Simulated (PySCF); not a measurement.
# Solvent effects on NMR parameters

Numbering as in the mapped SMILES `[CH2:1]=[CH:2]/[C:3]([C:4]#[N:5])=[CH:6]\[CH:7]=[CH:8]/[F:9]`. Hydrogens are named by the atom that carries them. Ha(C1) is cis to C3; Hb(C1) is trans to C3.

GIAO PBE0/pcSseg-1 in PySCF 2.14.0 with density-fitted response routines on one PBE0-D3(BJ)/def2-SVP conformer, non-relativistic, equivalent nuclei averaged. Solvents enter as an IEF-PCM continuum (benzene with ε = 2.3, tetrahydrofuran with ε = 7.4) around the gas-phase geometry. Shifts are referred to TMS, CFCl3 computed in the same medium.

In benzene, δ in ppm: C8 164.2, C6 141.2, C2 135.4, C1 130.1, C4 125.0, C3 116.0, C7 112.3, F9 -96.2, H(C6) 7.23, H(C8) 6.96, H(C2) 6.77, Ha(C1) 6.18, H(C7) 6.08, Hb(C1) 5.92. Dipole moment 6.05 D.

Q: How does each δ change in the more polar medium?

A: 
```
 atoms                         environment  Δδ, tetrahydrofuran
    C8                           alkene CH                 +2.2
    C6                           alkene CH                 +2.3
    C2                           alkene CH                 +1.0
    C1                terminal =CH2 carbon                 -0.1
    C4                      nitrile carbon                 +2.0
    C3     fully substituted alkene carbon                 -1.3
    C7                           alkene CH                 +0.3
    F9                    vinylic fluorine                 +2.1
 H(C6)            hydrogen on an alkene CH                +0.11
 H(C8)            hydrogen on an alkene CH                +0.16
 H(C2)            hydrogen on an alkene CH                +0.16
Ha(C1)  hydrogen on a terminal =CH2 carbon                -0.06
 H(C7)            hydrogen on an alkene CH                +0.18
Hb(C1)  hydrogen on a terminal =CH2 carbon                +0.07
```

Changes are relative to benzene. The dipole moment becomes 6.75 D in tetrahydrofuran.

Q: Which of the listed nuclei move most (in ppm), and what does the model miss? (N and O are left out, as their reference compounds move with the solvent too.)

A: C8 (alkene CH, +2.2 ppm) and C6 (alkene CH, +2.3 ppm) in tetrahydrofuran. A continuum only polarises the solute; specific hydrogen bonds, the anisotropy of aromatic solvents and changes of geometry or conformer are outside it.
